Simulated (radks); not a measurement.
Species: the osmium ion Os43+. Configuration: [Ar] 3d10 4s2 4p3 (the NIST ground configuration). Method: Dirac Kohn-Sham, LB94 model potential, spin-unpolarised, spherical densities, finite nucleus; open shells fill j = l - 1/2 first; Fermi nuclear charge, rms radius 5.4126 fm; computed with a radial shooting solver on a logarithmic mesh with Libxc functionals.

Spin-orbit splittings of the eigenvalues, e(l+1/2) - e(l-1/2), with zeta = 2 splitting/(2l+1) and mean radii in bohr:

| shell | occ. | splitting (eV) | zeta (eV) | <r> j=l-1/2 | <r> j=l+1/2 |
|---|---|---|---|---|---|
| 2p | 6 | ? | ? | 0.06107 | 0.06924 |
| 3p | 6 | 347.7 | 231.8 | 0.1804 | 0.1946 |
| 3d | 10 | 76.52 | 30.61 | 0.1693 | 0.1736 |
| 4p | 3 | 114.5 | 76.32 | 0.3781 | 0.3989 |
| 4d | 0 | 25.12 | 10.05 | 0.3851 | 0.3910 |

Estimate the 2p splitting.

Answer. 1547 eV (zeta = 1031 eV).
